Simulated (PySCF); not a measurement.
A structure optimised at PBE-D3(BJ)/def2-SVP, used in a PySCF frequency run:

```xyz
5

Ga     0.7532     0.0086     0.0000
I     -0.4429    -2.1879     0.0000
I     -0.4375     2.1868     0.0000
O      2.5467     0.0764     0.0000
H      2.9374    -0.8192     0.0000
```
Charge 0, spin multiplicity 1.

Write its SMILES, formula and point group.

[OH][Ga]([I])[I], GaHI₂O, Cs

What are its rotational constants (standard atomic weights)?

2.5208, 0.41589, 0.35699 GHz
